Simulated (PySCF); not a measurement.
## Two-photon absorption: `C(C=C=C)(F)(F)F`, C4H3F3

Geometry:
```csv
atom,x (Å),y (Å),z (Å)
C1,2.073,-0.257,-0.367
C2,0.875,0.217,-0.170
C3,-0.327,0.695,0.025
C4,-1.520,-0.172,0.283
F5,-2.456,0.014,-0.653
F6,-2.083,0.131,1.459
F7,-1.213,-1.466,0.300
H8,2.760,-0.423,0.469
H9,2.421,-0.508,-1.375
H10,-0.525,1.772,0.011
```

The calculation used TDDFT CAM-B3LYP/def2-TZVPD excited states, vertical, gas phase (PySCF). Geometry: PBE0-D3(BJ)/def2-SVP.

How strongly do the lowest singlets absorb one photon, and two photons of half the energy?

δ for parallel linear polarisation; σ at the peak of a Lorentzian of half width 0.1 eV, single beam; Ω is circular over linear.
```
state  E (eV)      f  photon λ (nm)  δ (au)  σ (GM)     Ω                                  main
   S1    5.93  0.000            418    0.51    0.01  1.50    HOMO−1→LUMO+1 0.75, HOMO→LUMO 0.17
   S2    6.18  0.000            401    0.27    0.00  1.50    HOMO→LUMO 0.62, HOMO−1→LUMO+1 0.22
   S3    7.36  0.001            337    14.2    0.28  1.02    HOMO−1→LUMO 0.56, HOMO→LUMO+1 0.39
   S4    7.53  0.125            329    35.9    0.75  1.50  HOMO−1→LUMO+2 0.64, HOMO→LUMO+1 0.16
   S5    7.66  0.015            324    30.7    0.66  1.50      HOMO→LUMO+2 0.72, HOMO→LUMO 0.17
   S6    7.84  1.005            316    19.7    0.44  0.38  HOMO→LUMO+1 0.38, HOMO−1→LUMO+2 0.29
```

Among these, the strongest one-photon state is S6, the strongest two-photon state S4, with a dipole change of 3.3 D (relaxed, norm of the difference vector).
